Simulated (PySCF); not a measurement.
Compound: C4H4N2O2.
Bonds: O1–C2 (double), C2–O3, C2–C4, C4–C5 (aromatic), C5–N6 (aromatic), N6–C7 (aromatic), C7–N8 (aromatic), C4–N8 (aromatic). Hydrogens: H9 on O3; H10 on C5; H11 on N6; H12 on C7.

Computed geometry: GFN2-xTB, gas phase.

Question: Give the optimised bond lengths and angles.

Answer: 
```json
{"bond": "O1=C2", "length (Å)": "1.209", "order": "double"}
{"bond": "C2–O3", "length (Å)": "1.334", "order": "single"}
{"bond": "C2–C4", "length (Å)": "1.463", "order": "single"}
{"bond": "C4–C5", "length (Å)": "1.378", "order": "aromatic"}
{"bond": "C5–N6", "length (Å)": "1.356", "order": "aromatic"}
{"bond": "N6–C7", "length (Å)": "1.362", "order": "aromatic"}
{"bond": "C7–N8", "length (Å)": "1.295", "order": "aromatic"}
{"bond": "C4–N8", "length (Å)": "1.366", "order": "aromatic"}
{"bond": "O3–H9", "length (Å)": "0.970", "order": "single"}
{"bond": "C5–H10", "length (Å)": "1.069", "order": "single"}
{"bond": "N6–H11", "length (Å)": "1.007", "order": "single"}
{"bond": "C7–H12", "length (Å)": "1.071", "order": "single"}
```

Orders are formal, as drawn. A selection of angles:
```json
{"angle": "O1–C2–O3", "degrees": "122.7"}
{"angle": "O1–C2–C4", "degrees": "123.8"}
{"angle": "O3–C2–C4", "degrees": "113.6"}
{"angle": "C2–C4–C5", "degrees": "126.1"}
{"angle": "C2–C4–N8", "degrees": "124.3"}
{"angle": "C5–C4–N8", "degrees": "109.6"}
{"angle": "C4–C5–N6", "degrees": "105.7"}
{"angle": "C5–N6–C7", "degrees": "106.8"}
{"angle": "N6–C7–N8", "degrees": "112.0"}
{"angle": "C4–N8–C7", "degrees": "105.9"}
{"angle": "H9–O3–C2", "degrees": "109.9"}
{"angle": "H11–N6–C5", "degrees": "126.1"}
{"angle": "H11–N6–C7", "degrees": "127.0"}
```

Dihedral angles: O1–C2–C4–C5 0° (synperiplanar); H9–O3–C2–O1 0° (synperiplanar).

The 2 C–C bonds span 1.378 Å (C4–C5, aromatic) to 1.463 Å (C2–C4, drawn single), a spread of 0.085 Å. N6 (pyrrole-type nitrogen) is planar (angles 127.0°, 126.1° and 106.8°, sum 360.0°, 0.00 Å off the plane of its three neighbours). The 4 C–N bonds span 1.295 Å (C7–N8, aromatic) to 1.366 Å (C4–N8, aromatic), a spread of 0.071 Å. The 2 C–O bonds span 1.209 Å (O1=C2, drawn double) to 1.334 Å (C2–O3, drawn single), a spread of 0.125 Å. The 5-membered ring C4–C5–N6–C7–N8 has internal angles of 105.7° to 112.0°; it is planar, 0.00 Å rms from its mean plane, widest ring torsion 0°. The 8 heavy atoms lie in one plane (0.001 Å rms). N8 (pyridine-type nitrogen) is bent (angle 105.9°).

Point group: Cs (every atom within 0.08 Å of its image). GFN2-xTB frequencies: not computed here. One conformer, not necessarily the lowest (O1–C2–O3–H 0°, O1–C2–C4–C5 0°).
